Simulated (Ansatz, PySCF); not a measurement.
C2HF3O2. Atoms are numbered in the order given.

```xyz
8

O      1.0398    -1.5199     0.0000
C     -0.1592    -0.9361     0.0000
O     -1.2176    -1.4946     0.0000
C      0.0010     0.6013     0.0000
F      0.6765     0.9959    -1.0853
F     -1.1895     1.1868     0.0000
F      0.6765     0.9959     1.0853
H      0.9002    -2.4833     0.0000
```
Charge 0, spin multiplicity 1.

Geometry optimised at B3LYP-D3(BJ)/def2-SVP. One conformer was computed; it need not be the lowest.

Vertical ionisation energy (IE) and electron affinity (EA) in eV. Rows of orbital energies are one-electron estimates. Where ΔSCF, EOM or ADC give a negative EA the extra electron is unbound and the value depends on the basis.

```
level                                                                      IE     EA
----------------------------------------------------------------------  -----  -----
−ε(HOMO), −ε(LUMO), ωB97X/def2-TZVP (PySCF)                             11.73  -1.24
ΔSCF, ωB97X-V/def2-SVPD (Ansatz), final states of multiplicity 2 and 2  12.06  -1.06
```

Question: What vertical singlet–triplet gap does ΔSCF give with ωB97X-V/def2-SVPD (Ansatz, a program for electronic structure)? (Estimate from the structure and the level; the computed values follow.)

Answer: 5.21 eV (triplet above singlet where positive).
